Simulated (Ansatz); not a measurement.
Input and output for C2H8Sn, SMILES `[CH3][SnH2][CH3]`.

```yaml
crystal:
  periodic: [false, false, false]
  atoms:
    - {symbol: C, position_ang: [-1.307361, 1.130295, -0.468031]}
    - {symbol: Sn, position_ang: [-0.265103, -0.733239, -0.293141]}
    - {symbol: C, position_ang: [1.579921, -0.440384, 0.755557]}
    - {symbol: H, position_ang: [-2.247723, 0.990835, -1.001619]}
    - {symbol: H, position_ang: [-0.696232, 1.849254, -1.014695]}
    - {symbol: H, position_ang: [-1.521658, 1.531966, 0.522907]}
    - {symbol: H, position_ang: [0.054015, -1.363500, -1.855276]}
    - {symbol: H, position_ang: [-1.238298, -1.859970, 0.556979]}
    - {symbol: H, position_ang: [2.205954, 0.271631, 0.216721]}
    - {symbol: H, position_ang: [1.382943, -0.050246, 1.754662]}
    - {symbol: H, position_ang: [2.118842, -1.383641, 0.846537]}
basis:
  gaussian: {orbitals: x2c-TZVPPall}
magnetization: {spin_polarized: true, initial_magnetization: 2}
hamiltonian: {xc: {name: SVWN5}}
scf: {lower_state_search: off}
```

```sh
$ ansatz run in.yaml --threads 4 --pin off --events-out ev --progress --plain --max-ram 10444MiB
```

Output, abridged:

```
Functional definition: SVWN5
1400 factors; their error is unknown
mean field evaluation 1: about -170065.7786 eV, gradient 7.1e1 eV
mean field evaluation 2: about -169987.8801 eV, gradient 1.2e2 eV
mean field evaluation 4: about -170084.7651 eV, gradient 2.6e1 eV
mean field evaluation 8: about -170088.5725 eV, gradient 1.2e1 eV
mean field evaluation 16: about -170089.7070 eV, gradient 3.6e0 eV
mean field -170089.78950305 eV, -6250.6844732370 hartree, gradient 1.3e-6 eV, S^2 2.001928; 0 other end points of the search recorded, 0 dependent functions left out
reference -170089.78954711 eV, -6250.6844748561 hartree; 36, 34 occupied and 198, 200 virtual orbitals, 1400 factors
Total energy: -170089.78954711 eV, -6250.6844748561 hartree
Relativity: scalar
Checks for a lower state left out: stability, starts, cluster_reference, orbital_swaps, neighbouring_geometries, increment
```

Hardware: 4 threads of an Intel Xeon 6975P-C on a shared host. Wall time 1.5 s, peak host memory 0.34 GiB.
